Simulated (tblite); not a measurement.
Input of a run (GFN2-xTB geometry optimisation, gas phase (tblite 0.8.0)), started from a force field or distance geometry:
```
{"job": {"kind": "relax", "xc": "GFN2-xTB", "basis": "xTB"}, "charge": 0, "multiplicity": 1}
C     -2.299900    -1.877700     0.203300
C     -0.853100    -1.789600    -0.150400
P     -0.113200    -0.143900     0.248300
C      1.568400     0.118500    -0.426800
C      2.039900    -1.101900    -1.208500
C      2.490600     0.161900     0.789300
C     -1.283700     1.249600     0.004100
C     -0.827100     2.673200    -0.136800
C     -1.384900     2.201000     1.179900
H     -2.657000    -2.902000    -0.027200
H     -2.932700    -1.102100    -0.264700
H     -2.438900    -1.773900     1.312200
H     -0.241500    -2.545700     0.427400
H     -0.746500    -2.082700    -1.211900
H      1.707200     1.038500    -1.001100
H      3.024300    -0.834200    -1.661400
H      1.309700    -1.422700    -1.964500
H      2.161800    -1.916100    -0.454600
H      1.964600     0.584800     1.674100
H      3.451600     0.665300     0.574400
H      2.719300    -0.890400     1.076600
H     -2.276400     0.954000    -0.400000
H     -1.555300     3.285400    -0.723200
H      0.222700     2.914200    -0.252600
H     -0.637500     2.068400     1.967500
H     -2.433200     2.490600     1.469600
```

Output (eV, eV/Å):
```
step      E/eV     max force
  0    -768.02631    3.431
  1    -768.40876    2.582
  2    -768.66758    1.134
  3    -768.77598    0.814
  4    -768.85468    0.564
  5    -768.90375    0.651
  6    -768.96289    0.631
  7    -769.02363    0.757
  8    -769.09765    0.752
  9    -769.16017    0.449
 10    -769.19716    0.317
 11    -769.22129    0.387
 12    -769.24826    0.487
 13    -769.27829    0.502
 14    -769.30806    0.524
 15    -769.33357    0.355
 16    -769.35614    0.389
 17    -769.37545    0.305
 18    -769.39113    0.332
 19    -769.40488    0.268
 20    -769.41828    0.282
 21    -769.43254    0.287
 22    -769.44686    0.266
 23    -769.45942    0.252
 24    -769.46996    0.266
 25    -769.47839    0.243
 26    -769.48444    0.190
 27    -769.48869    0.122
 28    -769.49148    0.099
 29    -769.49337    0.111
 30    -769.49509    0.101
 31    -769.49700    0.128
 32    -769.49896    0.115
 33    -769.50073    0.077
 34    -769.50237    0.106
 35    -769.50433    0.100
 36    -769.50685    0.121
 37    -769.50983    0.120
 38    -769.51281    0.110
 39    -769.51599    0.134
 40    -769.52004    0.140
 41    -769.52530    0.157
 42    -769.53085    0.133
 43    -769.53555    0.129
 44    -769.53958    0.136
 45    -769.54453    0.148
 46    -769.55106    0.217
 47    -769.55780    0.185
 48    -769.56182    0.259
 49    -769.56808    0.175
 50    -769.57255    0.159
 51    -769.58114    0.158
 52    -769.58700    0.162
 53    -769.59362    0.172
 54    -769.59834    0.172
 55    -769.60249    0.112
 56    -769.60553    0.143
 57    -769.60828    0.131
 58    -769.61050    0.098
 59    -769.61223    0.080
 60    -769.61335    0.083
 61    -769.61498    0.094
 62    -769.61659    0.102
 63    -769.61820    0.069
 64    -769.61944    0.077
 65    -769.62031    0.060
 66    -769.62106    0.057
 67    -769.62182    0.053
 68    -769.62300    0.067
 69    -769.62420    0.078
 70    -769.62530    0.081
 71    -769.62632    0.066
 72    -769.62740    0.063
 73    -769.62860    0.069
 74    -769.62986    0.072
 75    -769.63107    0.077
 76    -769.63236    0.082
 77    -769.63401    0.111
 78    -769.63625    0.119
 79    -769.63881    0.119
 80    -769.64137    0.127
 81    -769.64371    0.191
 82    -769.64646    0.145
 83    -769.65022    0.112
 84    -769.65586    0.105
 85    -769.65815    0.106
 86    -769.66023    0.113
 87    -769.66177    0.096
 88    -769.66356    0.071
 89    -769.66484    0.116
 90    -769.66616    0.080
 91    -769.66761    0.081
 92    -769.66951    0.080
 93    -769.67122    0.095
 94    -769.67285    0.115
 95    -769.67463    0.141
 96    -769.67673    0.134
 97    -769.67847    0.132
 98    -769.68070    0.115
 99    -769.68325    0.108
100    -769.68598    0.104
101    -769.68931    0.111
102    -769.69219    0.111
103    -769.69472    0.109
104    -769.69750    0.102
105    -769.70055    0.111
106    -769.70284    0.130
107    -769.70599    0.132
108    -769.70888    0.108
109    -769.71214    0.094
110    -769.71474    0.113
111    -769.71777    0.127
112    -769.72041    0.141
113    -769.72309    0.139
114    -769.72541    0.139
115    -769.72746    0.115
116    -769.72935    0.107
117    -769.73135    0.102
118    -769.73376    0.105
119    -769.73627    0.090
120    -769.73789    0.078
121    -769.73916    0.067
122    -769.74010    0.062
123    -769.74102    0.050
124    -769.74188    0.049
125    -769.74249    0.054
126    -769.74305    0.059
127    -769.74372    0.060
128    -769.74451    0.061
129    -769.74537    0.054
130    -769.74628    0.066
131    -769.74710    0.073
132    -769.74810    0.069
133    -769.74936    0.069
134    -769.75076    0.075
135    -769.75213    0.077
136    -769.75337    0.064
137    -769.75465    0.071
138    -769.75606    0.085
139    -769.75777    0.089
140    -769.75936    0.071
141    -769.76064    0.074
142    -769.76155    0.056
143    -769.76244    0.064
144    -769.76347    0.068
145    -769.76470    0.067
146    -769.76584    0.074
147    -769.76687    0.061
148    -769.76791    0.068
149    -769.76927    0.066
150    -769.77068    0.078
151    -769.77181    0.066
152    -769.77263    0.062
153    -769.77337    0.053
154    -769.77411    0.053
155    -769.77479    0.056
156    -769.77528    0.049
157    -769.77579    0.043
158    -769.77644    0.059
159    -769.77745    0.075
160    -769.77859    0.064
161    -769.77976    0.060
162    -769.78080    0.064
163    -769.78181    0.068
164    -769.78278    0.077
165    -769.78384    0.067
166    -769.78492    0.057
167    -769.78575    0.055
168    -769.78671    0.062
169    -769.78763    0.057
170    -769.78845    0.048
171    -769.78903    0.044
172    -769.78944    0.041
173    -769.78977    0.036
174    -769.79016    0.038
175    -769.79050    0.038
176    -769.79086    0.043
177    -769.79125    0.041
178    -769.79169    0.042
179    -769.79211    0.043
180    -769.79247    0.038
181    -769.79279    0.035
182    -769.79313    0.036
183    -769.79349    0.032
184    -769.79381    0.030
185    -769.79406    0.033
186    -769.79427    0.036
187    -769.79444    0.032
188    -769.79459    0.023
189    -769.79470    0.017
190    -769.79478    0.018
191    -769.79484    0.024
192    -769.79491    0.023
193    -769.79500    0.022
194    -769.79509    0.018
195    -769.79518    0.018
196    -769.79527    0.026
197    -769.79538    0.026
198    -769.79548    0.022
199    -769.79558    0.019
200    -769.79568    0.023
201    -769.79576    0.027
202    -769.79583    0.019
203    -769.79587    0.013
204    -769.79591    0.017
205    -769.79596    0.017
206    -769.79601    0.017
207    -769.79607    0.014
208    -769.79612    0.014
209    -769.79618    0.019
210    -769.79625    0.021
211    -769.79630    0.017
212    -769.79633    0.018
213    -769.79636    0.013
214    -769.79637    0.010
215    -769.79639    0.008
```

Task: Summarise the run.

Result: The energy falls by 40.8 kcal/mol over 215 L-BFGS steps, the largest force on an atom goes from 3.43 to 0.008 eV/Å, and the atoms move by 1.186 Å rms after alignment. The bond that changes most is P3–C4 (phosphine phosphorus to sp3 carbon bound to phosphorus), which lengthens by 0.051 Å. Bonds longer at the end by more than 0.005 Å: 3 of 26; shorter: 17. Among the angles that change most is C4–P3–C7, from 115.3° to 97.9°. Among the dihedrals that turn most is C4–P3–C7–H22, from 132° to 49°. The energy never rose by more than 1e-5 eV on the way. The first step brought 22 % of the lowering.

Task: What are the final bond lengths?

Result: C1–C2 1.523 Å, C2–P3 1.867 Å, P3–C4 1.882 Å, C4–C5 1.526 Å, C4–C6 1.526 Å, P3–C7 1.840 Å, C7–C8 1.502 Å, C8–C9 1.491 Å, C7–C9 1.503 Å, C1–H10 1.089 Å, C1–H11 1.087 Å, C1–H12 1.088 Å, C2–H13 1.093 Å, C2–H14 1.095 Å, C4–H15 1.098 Å, C5–H16 1.089 Å, C5–H17 1.088 Å, C5–H18 1.089 Å, C6–H19 1.087 Å, C6–H20 1.089 Å, C6–H21 1.089 Å, C7–H22 1.088 Å, C8–H23 1.080 Å, C8–H24 1.080 Å, C9–H25 1.080 Å, C9–H26 1.080 Å. Numbering counts from 1 in the input's order; the species is `CCP(C(C)C)C1CC1`.

Time: 3.3 s wall. Hardware: Arm Neoverse N1, one thread, shared host with 64 logical CPUs at a one-minute load of 27.

Its GFN2-xTB frequencies are all real (lowest 44 cm⁻¹). One conformer, not necessarily the lowest.

The numbers are calculated, not measured.
